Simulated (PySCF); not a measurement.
# Correlation energy of Au+ (gold, charge +1)

[Xe] 4f14 5d10, closed-shell 1S. All numbers are calculated (PySCF 2.14, a scalar-relativistic core potential, in def2-TZVPPD with the def2 core potential (60 electrons)). Frozen: 5s2 5p6; 10 electrons correlated.

```tsv
level	correlation energy (mhartree)
CCSD	-300.29
(T)	-10.83
CCSD(T)	-311.12
```

Diagnostics: T1 = 0.0028, D1 = 0.0039, largest double amplitude 0.021.

Task: Is a single reference adequate?

Result: Yes, within this model without spin-orbit coupling: T1 lies below 0.03 and no double amplitude reaches 0.07.
